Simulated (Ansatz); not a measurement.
sulfur monoxide (OS), triplet, at a GFN2-xTB geometry; SC-NEVPT2/def2-SVP, CASSCF(6,7) run with Ansatz (an electronic-structure program).

Here is a job for Ansatz.
Ansatz 0.2 input:
```yaml
crystal:
  periodic: [false, false, false]
  atoms:
    - {symbol: O, position_ang: [-0.00000000, -0.00000000, -0.97801093]}
    - {symbol: S, position_ang: [0.00000000, 0.00000000, 0.48900547]}
basis:
  gaussian:
    orbitals: def2-SVP
correlation: {method: sc_nevpt2, electrons: all, active_space: {window: {electrons: 6, orbitals: 7}}}
magnetization: {spin_polarized: false, initial_magnetization: 2}
```

**Question.** What does Ansatz print? Leave out banner, timings and long lists.

**Answer.** 
```
Functional definition: HF
288 factors; integrals over basis functions are off by at most 1.4e-3 eV
mean field evaluation 1: about -12846.0459 eV, gradient 2.6e1 eV
mean field evaluation 2: about -12846.0855 eV, gradient 2.6e1 eV
mean field evaluation 4: about -12847.5751 eV, gradient 3.3e0 eV
mean field evaluation 8: about -12847.6041 eV, gradient 1.0e-1 eV
mean field evaluation 16: about -12847.2502 eV, gradient 2.8e0 eV
mean field evaluation 32: about -12847.5982 eV, gradient 4.8e-1 eV
mean field -12847.60417429 eV, -472.1407449863 hartree, gradient 1.6e-6 eV, S^2 2.000000; 4 other end points of the search recorded, 0 dependent functions left out
reference -12847.60417429 eV, -472.1407449863 hartree; 13, 11 occupied and 19, 21 virtual orbitals, 288 factors
state -12849.47128874 eV, -472.2093601768 hartree
state -12849.47128874 eV, -472.2093601768 hartree; corrected -12855.78776625 eV, -472.4414864438 hartree
state -12849.42484279 eV, -472.2076533197 hartree
state -12849.42484279 eV, -472.2076533197 hartree; corrected -12855.81078076 eV, -472.4423322112 hartree
state -12849.42484279 eV, -472.2076533197 hartree; corrected -12855.81078076 eV, -472.4423322112 hartree
WARN: the results are in doubt because another end's mean lies 0.046 eV lower, and its corrected mean 0.023 eV higher
Total energy: -12855.81078076 eV, -472.4423322112 hartree
In doubt: another end's mean lies 0.046 eV lower, and its corrected mean 0.023 eV higher
```
